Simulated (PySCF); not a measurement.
Two-component Hartree-Fock for Br¹⁷⁺ (bromine, charge +17)

Start: [Ar]. Calculated with PySCF 2.14 in an even-tempered Gaussian basis (19 s from 1.7 bohr⁻², ratio 2.4; 14 p from 2.2 bohr⁻², ratio 2.4; 5 d from 11 bohr⁻², ratio 2.6; 4 f from 17 bohr⁻², ratio 2.6): generalised Hartree-Fock with the X2C-1e Hamiltonian and a Gaussian nucleus; one run each with spin-orbit coupling (SO) switched off, then screened by Boettger's factors.

| spinor shell | electrons | ε, spin-free (eV) | ε, screened SO (eV) | weight of nominal j (screened SO) | rms radius, screened SO (bohr) |
| --- | --- | --- | --- | --- | --- |
| 1s1/2 | 2 | -14183.4 | -14183.1 | 1.000 | 0.0492 |
| 2s1/2 | 2 | -2450.9 | -2450.8 | 1.000 | 0.203 |
| 2p1/2 | 2 | -2231.3 | -2264.3 | 1.000 | 0.178 |
| 2p3/2 | 4 | -2231.3 | -2215.5 | 1.000 | 0.182 |
| 3s1/2 | 2 | -796.98 | -796.95 | 1.000 | 0.523 |
| 3p1/2 | 2 | -719.77 | -726.40 | 1.000 | 0.517 |
| 3p3/2 | 4 | -719.77 | -716.59 | 1.000 | 0.523 |

```csv
quantity,spin-free,screened SO
E (hartree),-2454.12595,-2454.27471
M_J,0,0
⟨J²⟩,0.000,0.000
⟨L²⟩,0.000,0.002
⟨S²⟩,0.000,0.002
```

Without spin-orbit coupling the j labels of p, d and f shells carry no meaning; the spin-free column gives the mean over the occupied spinors of each nl shell.
